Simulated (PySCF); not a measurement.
Run record for `C[Si](C)(C)O[C@H]1C=N1`: OLYP/def2-SVPD, energy threshold 1e-11 Eh, full TDDFT, 1 singlet.

Method: TDDFT OLYP/def2-SVPD, vertical, gas phase, core orbitals frozen in the response (PySCF 2.14.0, density-fitted response routines). Geometry: GFN2-xTB. The input is one job of a driver script: a line of settings, then coordinates in Å.

Command:
```bash
OMP_NUM_THREADS=1 python probes_run.py task.json out
```

Input:
```
{"job": {"kind": "uv", "xc": "OLYP", "basis": "def2-SVPD", "nstates": 1, "ntriplets": 2, "tda": false, "scf": {"conv": 1e-11}}, "charge": 0, "multiplicity": 1}
C     -1.000396    -0.875101    -1.489795
Si    -0.535034     0.197016     0.013408
C     -1.804839     1.558546     0.371288
C     -0.275417    -0.926664     1.536822
O      0.813244     1.097906    -0.295229
C      2.073894     0.674831    -0.602381
C      2.721704    -0.405985     0.107887
N      2.319345    -0.719992    -1.044089
H     -1.860951    -1.504865    -1.288452
H     -1.238528    -0.258538    -2.352112
H     -0.172498    -1.520684    -1.771123
H     -1.527115     2.150206     1.237136
H     -2.779048     1.124150     0.564764
H     -1.902725     2.235211    -0.470603
H      0.392376    -1.754596     1.312558
H     -1.212606    -1.352002     1.880482
H      0.153705    -0.372534     2.367690
H      2.653047     1.461150    -1.073036
H      3.172038    -0.798804     0.987322
```

Output:
```
final grid: 149264 points
cycle   1  E = -615.9638923964  dE =  7.680e-01  |g| = 9.456e-01  |ddm| = 6.562e+00
cycle   2  E = -615.3083819403  dE =  6.555e-01  |g| = 1.928e+00  |ddm| = 4.383e+00
cycle   3  E = -616.1336445831  dE = -8.253e-01  |g| = 3.999e-01  |ddm| = 3.738e+00
cycle   4  E = -616.1720850358  dE = -3.844e-02  |g| = 8.104e-02  |ddm| = 6.997e-01
cycle   5  E = -616.1733064927  dE = -1.221e-03  |g| = 3.742e-02  |ddm| = 1.921e-01
cycle   6  E = -616.1736606628  dE = -3.542e-04  |g| = 8.429e-03  |ddm| = 7.567e-02
cycle   7  E = -616.1736696688  dE = -9.006e-06  |g| = 6.031e-03  |ddm| = 2.025e-02
cycle   8  E = -616.1736776231  dE = -7.954e-06  |g| = 1.486e-03  |ddm| = 9.372e-03
cycle   9  E = -616.1736780721  dE = -4.490e-07  |g| = 4.616e-04  |ddm| = 2.570e-03
cycle  10  E = -616.1736781268  dE = -5.463e-08  |g| = 5.950e-05  |ddm| = 7.680e-04
cycle  11  E = -616.1736781275  dE = -7.435e-10  |g| = 3.221e-05  |ddm| = 2.023e-04
cycle  12  E = -616.1736781278  dE = -2.622e-10  |g| = 5.444e-06  |ddm| = 6.008e-05
cycle  13  E = -616.1736781278  dE = -4.547e-13  |g| = 4.398e-06  |ddm| = 1.254e-05
cycle  14  E = -616.1736781278  dE = -7.049e-12  |g| = 5.153e-07  |ddm| = 6.824e-06
converged SCF energy = -616.1736781278

Static polarisability (au): isotropic 92.115, principal 85.761 89.569 101.016

Singlet excitations
state   eV       nm        f      main configurations
  1   3.9577    313.3   0.00037   H->L 0.99

Triplet excitations (Tamm-Dancoff, eV): 3.4784 4.9261
```

H and L stand for HOMO and LUMO; the number after each pair is its weight.

Give the mean polarisability as a volume in Å³, and the ratio of the largest to the smallest principal value.

92.115 au × 0.148185 = 13.65 Å³; 101.016/85.761 = 1.18.

How does the lowest singlet excitation compare with the HOMO–LUMO gap?

HOMO -5.60 eV and LUMO -1.83 eV give a gap of 3.77 eV; S1 at 3.96 eV lies 0.19 eV above it.

In short: SCF converged in 14 cycles with 255 basis and 922 fitting functions; HOMO -5.60 eV, LUMO -1.83 eV; lowest singlet 3.96 eV; lowest triplet 3.48 eV (Tamm–Dancoff); mean polarisability 92.1 au.

Cost: about 3 min of CPU time on one thread (grids of density and orbitals included); the machine was shared, so the figure is rough.

Conformer computed: `[CH3:1][Si:2]([CH3:3])([CH3:4])[O:5][C@H:6]1[CH:7]=[N:8]1`: C1–Si2–O5–C6 -61°, Si2–O5–C6–C7 -44°.

One conformer stands for the species.
